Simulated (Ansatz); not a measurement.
Relaxation of CH3BrGeO (7 atoms, charge 0, multiplicity 1), to a largest force component of 0.02 eV/Å in at most 50 steps.

Computed with Ansatz, RKS B3LYP/def2-SVP.

```xyz
7
Properties=species:S:1:pos:R:3:forces:R:3
Br -2.696 -0.032 -0.215 -1.21 -0.36 -0.50
Ge -0.498 0.450 -0.629 0.34 2.47 0.43
C 0.691 -0.161 0.716 2.24 5.64 4.09
O 0.541 -1.063 -0.242 0.06 -8.12 -3.80
H -0.021 0.929 -2.041 -0.42 -0.30 0.26
H 1.231 -1.765 -0.352 -0.30 0.83 -0.40
H 0.288 -0.441 1.702 -0.71 -0.16 -0.08
```

Where does it end, and by what steps?

The run converged. After 29 steps the energy has fallen by 3.840 eV; Br1 moved furthest, 1.64 Å. The start is strongly strained (largest force component 8 eV/Å), so its close contacts needn't be bonds. Parted: Ge2–O4.

| step | energy less start (eV) | largest force component (eV/Å) | accepted |
| --- | --- | --- | --- |
| 0 | 0.0000 | 8.118 | yes |
| 2 | -1.5018 | 1.268 | yes |
| 4 | -1.6316 | 1.259 | yes |
| 6 | -1.7120 | 0.425 | yes |
| 8 | -1.7388 | 0.183 | yes |
| 10 | -1.8024 | 1.310 | yes |
| 12 | -1.9464 | 1.481 | yes |
| 14 | -2.4526 | 2.811 | yes |
| 16 | -3.0167 | 2.458 | yes |
| 18 | -3.4714 | 0.883 | yes |
| 20 | -3.7523 | 0.812 | yes |
| 22 | -3.8114 | 0.459 | yes |
| 24 | -3.8336 | 0.230 | yes |
| 26 | -3.8387 | 0.122 | yes |
| 28 | -3.8395 | 0.040 | yes |
| 29 | -3.8395 | 0.008 | yes |

```xyz
7
Properties=species:S:1:pos:R:3
Br -1.932 -0.873 -1.396
Ge -0.805 0.962 -0.176
C 0.586 -0.309 0.443
O 0.445 -1.588 0.461
H 0.128 1.533 -1.318
H -0.343 -1.815 -0.120
H 1.457 0.006 1.045
```

Run time: 96 s on 2 threads of Arm Neoverse V1, with other jobs on the host, peak memory 0.27 GiB.
